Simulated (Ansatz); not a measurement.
The same path of ClH + H4O3Sn (10 atoms, charge 0, multiplicity 1) was run twice with different band settings. Lost on the way: Sn1–H2, Cl9–H10. Made: Sn1–Cl9, H2–H10.

The calculation used RKS r2SCAN/def2-SVP (Ansatz 0.2.0).

Relaxed end points:

```xyz
10
Properties=species:S:1:pos:R:3
Sn 0.128 -0.421 0.392
H 0.225 -0.768 2.047
O 1.774 -0.389 -0.687
H 1.655 -0.993 -1.437
O -0.824 1.356 0.195
H -0.954 1.600 -0.735
O -0.941 -1.686 -0.700
H -1.807 -1.886 -0.318
Cl 1.371 2.347 1.784
H 0.275 2.198 1.013
```

```xyz
10
Properties=species:S:1:pos:R:3
Sn -0.295 0.900 0.002
H 1.037 -2.039 1.083
O 1.471 0.546 -0.793
H 1.909 -0.189 -0.336
O -1.360 1.750 -1.413
H -0.813 1.867 -2.205
O -1.083 -0.806 0.613
H -1.488 -0.706 1.488
Cl -0.218 2.310 1.873
H 1.742 -2.276 1.241
```

Common settings: movable images 5; climbing image yes; spring 5.0 eV/Å²; optimiser quadratic models (default); start path through a guess of the saddle point; iteration limit 60; end points relaxed.

| run | force threshold |
| --- | --- |
| 1 | 0.05 eV/Å |
| 2 | 0.2 eV/Å |

(1) What does each run give, and how far can it be trusted?

Results:

(1) Run 1: converged after 29 iterations, highest image 1.313 eV above the first end. Neighbouring images differ by up to 1.5 eV, so the band resolves the path poorly. A vibrational analysis at the climbing image gives one clearly imaginary mode, 935i cm⁻¹: a first-order saddle point.
Run 2: converged after 24 iterations, highest image 1.320 eV above the first end. The threshold of 0.2 eV/Å is loose, so the images may lie well off the minimum-energy path. Neighbouring images differ by up to 1.5 eV, so the band resolves the path poorly. The order of the point at the top wasn't checked.
The orbitals stay closed-shell, which can raise the energy where a bond breaks towards radicals; this wasn't checked here.
